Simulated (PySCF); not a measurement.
C2H9NO3Sn (SMILES CC[O][Sn]([NH2])([OH])[OH]), singlet, at a GFN2-xTB geometry (such geometries of metal compounds can be far from the true shape) (all electrons, no relativity); SA2-CASSCF(6,6)/STO-3G (PySCF).

The PySCF input:
```python
from pyscf import gto, scf, mcscf
import numpy

mol = gto.Mole()
mol.atom = '''
    C    -3.465124    1.091115    0.520683
    C    -2.361924    0.045541    0.479374
    O    -1.148082    0.721659    0.234976
    Sn    0.581641   -0.105673   -0.086603
    N     1.844577    1.412920   -0.357251
    O     1.105209   -1.313792    1.316930
    O     0.474785   -1.274505   -1.621432
    H    -4.420110    0.610120    0.713480
    H    -3.510677    1.617609   -0.428542
    H    -3.258512    1.811742    1.306795
    H    -2.316508   -0.486929    1.435296
    H    -2.569276   -0.682741   -0.313191
    H     2.577953    1.394460    0.344352
    H     1.356066    2.295689   -0.235036
    H     1.154921   -2.227649    1.030502
    H     0.499058   -0.825934   -2.466882
'''
mol.basis = 'sto-3g'
mol.charge = 0
mol.spin = 0
mol.verbose = 4
mol.build()

mf = scf.RHF(mol)
mf.kernel()
mc = mcscf.CASSCF(mf, 6, 6)
mc.fix_spin_(ss=0.0)
mc = mc.state_average_([0.5, 0.5])
mc.kernel()
```

Output, abridged:

```
PySCF version 2.14.0

[INPUT] verbose = 4
[INPUT] num. atoms = 16
[INPUT] num. electrons = 102
[INPUT] charge = 0
[INPUT] spin (= nelec alpha-beta = 2S) = 0
[INPUT] symmetry False subgroup None
[INPUT] Mole.unit = angstrom
[INPUT] Symbol           X                Y                Z      unit          X                Y                Z       unit  Magmom
[...]
nuclear repulsion = 804.324457157195
number of shells = 38
number of NR pGTOs = 198
number of NR cGTOs = 66
basis = sto-3g
ecp = {}

******** <class 'pyscf.scf.hf.RHF'> ********
method = RHF
initial guess = minao
damping factor = 0
level_shift factor = 0
DIIS = <class 'pyscf.scf.diis.CDIIS'>
diis_start_cycle = 1
diis_space = 8
diis_damp = 0
SCF conv_tol = 1e-09
SCF conv_tol_grad = None
SCF max_cycles = 50
direct_scf = True
direct_scf_tol = 1e-13
Set gradient conv threshold to 3.16228e-05
Initial guess from minao.
init E= -6302.39247299752
[...]
cycle= 1 E= -6318.41907003381  delta_E=  -16  |g|= 0.761  |ddm|= 4.88
[...]
cycle= 2 E= -6318.64944953787  delta_E= -0.23  |g|= 0.164  |ddm|=  1.3
[...]
cycle= 3 E= -6318.66053548912  delta_E= -0.0111  |g|= 0.0428  |ddm|= 0.295
[...]
cycle= 4 E= -6318.66151186784  delta_E= -0.000976  |g|= 0.0104  |ddm|= 0.0917
[...]
cycle= 5 E= -6318.66158413502  delta_E= -7.23e-05  |g|= 0.00313  |ddm|= 0.0275
[...]
cycle= 6 E= -6318.66159232375  delta_E= -8.19e-06  |g|= 0.000764  |ddm|= 0.0105
[...]
cycle= 7 E= -6318.66159293981  delta_E= -6.16e-07  |g|= 0.000153  |ddm|= 0.0034
[...]
cycle= 8 E= -6318.66159296125  delta_E= -2.14e-08  |g|= 4.48e-05  |ddm|= 0.000585
[...]
cycle= 9 E= -6318.66159296312  delta_E= -1.87e-09  |g|= 1.1e-05  |ddm|= 0.00017
[...]
cycle= 10 E= -6318.6615929633  delta_E= -1.86e-10  |g|= 3.55e-06  |ddm|= 4.19e-05
[...]
Extra cycle  E= -6318.66159296328  delta_E= 2.18e-11  |g|= 1.79e-06  |ddm|= 9.58e-06
converged SCF energy = -6318.66159296328

******** <class 'pyscf.mcscf.addons.StateAverageCASSCF'> ********
CAS (3e+3e, 6o), ncore = 48, nvir = 12
max_cycle_macro = 50
max_cycle_micro = 4
conv_tol = 1e-07
conv_tol_grad = None
orbital rotation max_stepsize = 0.02
orbital rotation threshold for CI restart = 0.01
augmented hessian ah_max_cycle = 30
augmented hessian ah_conv_tol = 1e-12
augmented hessian ah_linear dependence = 1e-14
augmented hessian ah_level shift = 1e-08
augmented hessian ah_start_tol = 2.5
augmented hessian ah_start_cycle = 3
augmented hessian ah_grad_trust_region = 3
kf_trust_region = 3
kf_interval = 4
ci_response_space = 4
[...]
CASCI E = -6318.49917848602  S^2 = 0.0000000
[...]
               |grad[o]|=0.00419  |ddm|=0.00298  |maxRot[o]|=0.00973
macro iter  13 ( 21 JK    4 micro), CASSCF E = -6318.55618725047  dE = -3.25783886e-04  S^2 = 0.0000000
               |grad[o]|=0.00433  |ddm|=0.00231  |maxRot[o]|=0.0244
macro iter  14 ( 19 JK    4 micro), CASSCF E = -6318.55635643888  dE = -1.69188411e-04  S^2 = 0.0000000
               |grad[o]|=0.00341  |ddm|=0.00274  |maxRot[o]|=0.0165
macro iter  15 ( 21 JK    4 micro), CASSCF E = -6318.55633972046  dE =  1.67184180e-05  S^2 = 0.0000000
               |grad[o]|=0.00285  |ddm|=0.00221  |maxRot[o]|=0.00319
macro iter  16 ( 21 JK    4 micro), CASSCF E = -6318.55659616883  dE = -2.56448370e-04  S^2 = 0.0000000
               |grad[o]|=0.00294  |ddm|=0.000968  |maxRot[o]|= 0.03
macro iter  17 ( 21 JK    4 micro), CASSCF E = -6318.55658958103  dE =  6.58779845e-06  S^2 = 0.0000000
               |grad[o]|=0.00176  |ddm|=0.00143  |maxRot[o]|=0.00282
macro iter  18 ( 19 JK    4 micro), CASSCF E = -6318.55671652116  dE = -1.26940122e-04  S^2 = 0.0000000
               |grad[o]|=0.00182  |ddm|=0.000758  |maxRot[o]|=0.0264
macro iter  19 ( 11 JK    4 micro), CASSCF E = -6318.55673327456  dE = -1.67534054e-05  S^2 = 0.0000000
               |grad[o]|=0.00076  |ddm|=0.00065  |maxRot[o]|=0.00731
macro iter  20 (  9 JK    4 micro), CASSCF E = -6318.55674119746  dE = -7.92289393e-06  S^2 = 0.0000000
               |grad[o]|=0.000478  |ddm|=0.000322  |maxRot[o]|=0.00609
macro iter  21 (  6 JK    2 micro), CASSCF E = -6318.55674343170  dE = -2.23424649e-06  S^2 = 0.0000000
               |grad[o]|=0.000243  |ddm|=0.000142  |maxRot[o]|=0.0039
macro iter  22 (  4 JK    1 micro), CASSCF E = -6318.55674362151  dE = -1.89807906e-07  S^2 = 0.0000000
               |grad[o]|=6.98e-05  |ddm|=7.73e-05  |maxRot[o]|=0.00139
macro iter  23 (  3 JK    1 micro), CASSCF E = -6318.55674362835  dE = -6.84394763e-09  S^2 = 0.0000000
               |grad[o]|=3.11e-05  |ddm|=4.01e-05  |maxRot[o]|=0.000324
1-step CASSCF converged in  23 macro (401 JK  84 micro) steps
CASSCF canonicalization
Density matrix diagonal elements [1.95748743 1.51177167 1.96259684 0.41776272 0.01563496 0.13474637]
CASSCF energy = -6318.55674362835
CASCI E = -6318.55674362835  E(CI) = -8.37067718306844  S^2 = 0.0000000
CASCI state-averaged energy = -6318.55674362835
CASCI energy for each state
  State 0 weight 0.5  E = -6318.69010755962 S^2 = 0.0000000
  State 1 weight 0.5  E = -6318.42337969709 S^2 = 0.0000000
```
